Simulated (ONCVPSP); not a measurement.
N (Z = 7): ONCV pseudisation with PBE, non-relativistic reference atom.

nitrogen (N), optimised norm-conserving Vanderbilt (ONCV), made with ONCVPSP 4.0.1 (PBE, non-relativistic). Core [He], reference 2s2 2p3. Waves: 2s: rc 0.70 bohr, ncon 3, nbas 7, qcut 9.7 1/bohr, local; 2p: rc 1.35 bohr, ncon 4, nbas 9, qcut 8.7 1/bohr, 2 projectors, debl 1 Ha. Local part: the s channel. Core correction: Teter function, fcfact 1.75, rcfact 1.35.

All-electron outer shells of the reference configuration (PBE, non-relativistic, ld1.x):

| shell | level (eV) | outermost node (bohr) | outermost maximum (bohr) |
| --- | --- | --- | --- |
| 1s | -384.48 | – | 0.15 |
| 2s | -18.56 | 0.32 | 1.02 |
| 2p | -7.10 | – | 0.98 |

Question: Estimate the cutoffs (Ha) at which the residual kinetic energy of the hardest occupied pseudo-wave falls to 1 and 0.1 mHa per electron.

Answer: 30 Ha and 251 Ha.

Question: Does the potential have ghost states?

Answer: No bound ghost flagged; no localised positive-energy state flagged.

Question: Tests: 2s2 2p2; 2s2 2p1; 2s2 2p0; 2s1 2p3. Which has the largest error in its energy relative to the reference configuration, and how large is it?

Answer: 2s2 2p0, with +514 meV (all-electron minus pseudo) on +89.54 eV.
